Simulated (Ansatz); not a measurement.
```yaml
crystal:
  periodic: [false, false, false]
  atoms:
    - {symbol: C, position_ang: [-0.664017, -2.075300, -0.588610]}
    - {symbol: C, position_ang: [-1.373269, -1.250106, 0.470142]}
    - {symbol: C, position_ang: [-2.716861, -1.862328, 0.836168]}
    - {symbol: N, position_ang: [-1.543507, 0.116036, 0.009449]}
    - {symbol: Ti, position_ang: [-0.802820, 1.118925, -1.389982]}
    - {symbol: F, position_ang: [-1.479269, 2.740638, -1.143311]}
    - {symbol: F, position_ang: [-1.094301, 0.380759, -2.976608]}
    - {symbol: N, position_ang: [1.064659, 1.114539, -1.230447]}
    - {symbol: C, position_ang: [1.987500, 1.429279, -0.154017]}
    - {symbol: C, position_ang: [1.263322, 2.157988, 0.963795]}
    - {symbol: C, position_ang: [2.680657, 0.175877, 0.364107]}
    - {symbol: H, position_ang: [-0.503932, -3.095775, -0.235050]}
    - {symbol: H, position_ang: [0.310744, -1.646875, -0.833736]}
    - {symbol: H, position_ang: [-1.260978, -2.117484, -1.503835]}
    - {symbol: H, position_ang: [-0.743776, -1.246806, 1.374809]}
    - {symbol: H, position_ang: [-3.365137, -1.904146, -0.042819]}
    - {symbol: H, position_ang: [-3.222807, -1.272823, 1.605719]}
    - {symbol: H, position_ang: [-2.588473, -2.876657, 1.222202]}
    - {symbol: H, position_ang: [-2.156024, 0.648661, 0.619561]}
    - {symbol: H, position_ang: [1.544370, 0.742077, -2.044219]}
    - {symbol: H, position_ang: [2.758008, 2.106010, -0.551438]}
    - {symbol: H, position_ang: [0.779842, 3.064848, 0.593864]}
    - {symbol: H, position_ang: [0.497024, 1.513446, 1.404438]}
    - {symbol: H, position_ang: [1.962565, 2.440024, 1.753249]}
    - {symbol: H, position_ang: [3.190202, -0.355818, -0.443576]}
    - {symbol: H, position_ang: [3.425325, 0.427917, 1.123877]}
    - {symbol: H, position_ang: [1.949150, -0.503404, 0.809867]}
basis:
  gaussian: {orbitals: pcseg-2}
hamiltonian: {xc: {name: B97}, pseudopotentials: {relativity: none}}
outputs: {forces: true}
output: {forces: true}
```

```sh
$ ansatz run in.yaml --threads 11 --pin off --events-out ev --progress --plain --max-ram 110592MiB --backend cuda --devices 0, --max-vram 75GiB
```

(1) How does Ansatz answer? (Estimate.)

Answers

(1) Computed: The program refused the input.
```
Error: YAML parse error: error: line 34 column 1: unknown field `outputs`, expected one of crystal, accuracy, basis, kpoints, hamiltonian, magnetization, projection, total_charge, correlation, batch, efield, external_charges, scf, relax, neb, saddle, md, ramp, phonons, dielectric, real_time, elastic, magnetic_configurations, gw, evaluate, workflow, output, checkpoint, execution
32 |   gaussian: {orbitals: pcseg-2}
33 | hamiltonian: {xc: {name: B97}, pseudopotentials: {relativity: non…
34 | outputs: {forces: true}
35 | output: {forces: true}
```
